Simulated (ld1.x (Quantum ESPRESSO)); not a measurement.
## Before and after: TM potential for C (Z = 6)

C, norm-conserving Troullier–Martins (Kleinman–Bylander form), made with ld1.x (Quantum ESPRESSO) 7.5 (PBE, scalar-relativistic). Core [He], reference 2s2 2p2. Waves: 2s (bound): rc 1.15 bohr; 2p (bound): rc 3.15 bohr; 3d channel at 0.5 Ry: rc 2.40 bohr. Local part: the d channel. Core correction: none.

All-electron outer shells of the reference configuration (PBE, scalar-relativistic, ld1.x):

```json
{"shell": "1s", "level (eV)": "-273.38", "outermost node (bohr)": "–", "outermost maximum (bohr)": "0.17"}
{"shell": "2s", "level (eV)": "-13.75", "outermost node (bohr)": "0.38", "outermost maximum (bohr)": "1.22"}
{"shell": "2p", "level (eV)": "-5.29", "outermost node (bohr)": "–", "outermost maximum (bohr)": "1.20"}
```

Change: wave 3d channel at 0.5 Ry: rc 2.40 bohr becomes 3d channel at 1.36 Ry: rc 2.40 bohr.

Cutoffs: the cutoffs (Ry, on a coarse ladder) from which the occupation-weighted sum of valence levels, in a spherical-Bessel basis at the reference potential, stays within 10 and 1 mRy of its value at 400 Ry; they do not see the model core or the augmentation charge, which bear on the density cutoff. Errors are all-electron minus pseudo energies relative to the spin-unpolarised reference configuration.

Question: How do hardness, ghosts and transferability respond?

Answer: The potential gets neither clearly harder nor softer (35 Ry and 90 Ry → 35 Ry and 90 Ry); the errors of the 7 common tests hardly move; neither file shows a bound ghost.

| quantity | base | changed |
| --- | --- | --- |
| cutoff, loose | 35 Ry | 35 Ry |
| cutoff, tight | 90 Ry | 90 Ry |
| bound ghosts | none | none |
| error for 2s2 2p1, meV [ΔE 10.86 eV] | +173 | +172 |
| error for 2s2 2p0, meV [ΔE 35.02 eV] | +1373 | +1371 |
| error for 2s1 2p0, meV [ΔE 83.21 eV] | +2588 | +2586 |
| error for 2s2 2p2.3, meV [ΔE -1.16 eV] | +3.0 | +2.9 |
| error for 2s2 2p1.5, meV [ΔE 3.96 eV] | +27 | +26 |
| error for 2s1 2p2, meV [ΔE 19.62 eV] | -164 | -165 |
| error for 2s0 2p4, meV [ΔE 16.98 eV] | -151 | -151 |
| s: phases at 3.41 bohr within 0.05 rad from the reference energy up to (Ry; the scan ends near 5) | 3.5 | 3.5 |
| p: phases at 3.41 bohr within 0.05 rad from the reference energy up to (Ry; the scan ends near 5) | 0.5 | 0.5 |
| d: phases at 3.41 bohr within 0.05 rad from the reference energy up to (Ry; the scan ends near 5) | 3.1 | 3.2 |
